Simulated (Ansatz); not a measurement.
```xyz
13

F    -1.845   -1.546    1.127
C    -0.959   -0.717    0.633
C    -0.856    0.585    0.872
F    -1.618    1.311    1.651
C     0.290    1.200    0.139
F    -0.087    2.323   -0.512
F     1.290    1.548    0.972
C     0.731    0.096   -0.842
F     2.075    0.009   -0.947
C     0.099   -1.201   -0.301
F     1.010   -1.969    0.326
F    -0.427   -1.950   -1.296
H     0.297    0.311   -1.823
```

Charge 0, multiplicity 1.

(1) List the CAM-B3LYP/def2-TZVPP orbital energies in eV (Ansatz). (Best estimate.)

Answers

(1) Ansatz gave: Occupied: -675.69, -675.69, -674.99, -674.99, -674.96, -674.96, -674.69, -284.85, -284.85, -282.89, -282.87, -282.72, -37.97, -37.79, -37.57, -37.34, -36.43, -35.96, -35.95, -27.54, -23.63, -23.09, -20.81, -20.32, -19.39, -18.88, -18.47, -18.31, -18.07, -17.81, -17.43, -16.98, -16.57, -16.04, -15.54, -15.52, -14.92, -14.80, -14.55, -14.53, -14.04, -14.01, -13.87, -13.36, -12.06, -11.83, -10.39. Lowest empty: -0.06, 1.28, 1.83, 2.67, 3.16, 3.94, 4.88, 5.14.
